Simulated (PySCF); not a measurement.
**Basis-set dependence of the excitation energy of Kr**

Kr [Kr] (1S) → Kr [Ar] 3d10 4s2 4p5 5s1 (3P). All values are computed (PySCF 2.14, energy differences of UHF-based or UKS calculations, no spin-orbit coupling). Values in eV.

```
                                                                               basis  Hamiltonian  functions    UHF  r2SCAN    PBE0  MP2 (valence)
      aug-cc-pVTZ-PP with one added diffuse shell each of s, d, f type with ECP10MDF          ECP         68  9.334  10.128   9.928         10.009
                                                        aug-cc-pVQZ-PP with ECP10MDF          ECP         89  9.560  10.275  10.078         10.260
aug-cc-pVQZ-PP with one added diffuse shell each of s, p, d, f, g type with ECP10MDF          ECP        114  9.321  10.134   9.923         10.104
                                                        aug-cc-pV5Z-PP with ECP10MDF          ECP        136  9.549  10.263  10.069         10.296
```

Frozen outside the core potential: valence: 3s2 3p6 3d10.
